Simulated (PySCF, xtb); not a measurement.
BrClHInO, SMILES [Br][In]([OH])[Cl].

GFN2-xTB (xtb) at its own geometry gives an orbital gap of 2.94 eV and a dipole moment of 4.13 D.

Geometry optimised at B3LYP-D3(BJ)/def2-SVP. The structure was generated by enumeration; whether it is a known compound was not checked. The def2 effective core potentials stand for the cores of In; spin–orbit coupling is left out. Other conformers were not sampled.

### Question
What does PySCF with M06-2X/def2-TZVP give? (The exact figures need the calculation; the answer reports its results.)

### Answer
gap 7.99 eV (levels -10.03 and -2.04 eV), dipole 1.06 D.
